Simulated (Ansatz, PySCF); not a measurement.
Process, species as SMILES: CB(C)O + H+ → CB(C)[OH2+]
Each molecule is optimised on its own at B3LYP-D3(BJ)/def2-TZVP (Ansatz, a program for electronic structure), one conformer each, not searched for the lowest. Frequencies are from Ansatz or PySCF.
Geometry of the first species:
```
B
O 1 1.3670
H 2 0.9631 1 113.54
C 1 1.5715 2 116.87 3 -178.62
H 4 1.0907 1 112.96 2 -11.80
H 4 1.0936 5 108.89 1 124.89
H 4 1.0963 5 107.69 6 114.18
C 1 1.5781 2 121.14 3 1.55
H 8 1.0933 1 111.55 2 -135.20
H 8 1.0937 9 108.06 1 -126.64
H 8 1.0960 9 105.72 10 -114.64
```
Charge 0, spin multiplicity 1.

Property: proton affinity (0 K, with B3LYP-D3(BJ) harmonic zero-point energies), positive where the reaction releases energy, in eV. Valence correlation only, unless marked. No spin-orbit coupling. Non-relativistic unless marked X2C. CBS(X,Y): correlation extrapolated as X^-3; Hartree-Fock from the larger set. The bracket is a focal-point correction in the basis named.

| level | program | proton affinity (eV) |
|---|---|---|
| BLYP/def2-TZVPD | Ansatz | 7.76 |
| revPBE-D3(BJ)/def2-TZVPD | Ansatz + dftd3 | 7.92 |
| revPBE-D4/def2-TZVPD | Ansatz + dftd4 | 7.82 |
| r2SCAN-D3(BJ)/def2-TZVPD | Ansatz + dftd3 | 7.87 |
| PBE0-D3(BJ)/def2-TZVP | Ansatz + dftd3 | 7.89 |
| PBE0-D3(BJ)/def2-TZVPD | Ansatz + dftd3 | 7.88 |
| PBE0-D4/def2-TZVP | Ansatz + dftd4 | 7.87 |

**Question.** What does RI-MP2/CBS(cc-pVTZ,cc-pVQZ)+[CCSD(T)-MP2]/cc-pVTZ (Ansatz) give?

**Answer.** 7.80 eV
